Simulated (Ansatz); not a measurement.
Basis-set series for C$_{2}$H$_{6}$BClS (`CCB(S)Cl`). Charge 0, multiplicity 1. The structure was optimised at the PBE0-D4/def2-TZVP level. It is one conformer, not always the lowest.

```json
{"functional": "PBE0-D4", "basis": "def2-TZVPP", "functions": "261", "energy (Eh)": "-962.79664", "HOMO (eV)": "-8.03", "LUMO (eV)": "-0.87"}
{"functional": "PBE0-D4", "basis": "def2-QZVPP", "functions": "491", "energy (Eh)": "-962.82799", "HOMO (eV)": "-8.06", "LUMO (eV)": "-0.94"}
{"functional": "ωB97M-V", "basis": "def2-TZVPP", "functions": "261", "energy (Eh)": "-963.10771", "HOMO (eV)": "-10.20", "LUMO (eV)": "1.17"}
{"functional": "ωB97M-V", "basis": "def2-QZVPP", "functions": "491", "energy (Eh)": "-963.13758", "HOMO (eV)": "-10.23", "LUMO (eV)": "1.05"}
```

Problem. Give the rows for def2-SVP. (Best estimate.)

Solution. Computed: 
```
functional     basis  functions  energy (Eh)  HOMO (eV)  LUMO (eV)
   PBE0-D4  def2-SVP        108   -962.39194      -7.91      -0.60
   ωB97M-V  def2-SVP        108   -962.69904     -10.04       1.50
```

Positive LUMOs are unbound and depend on the basis.
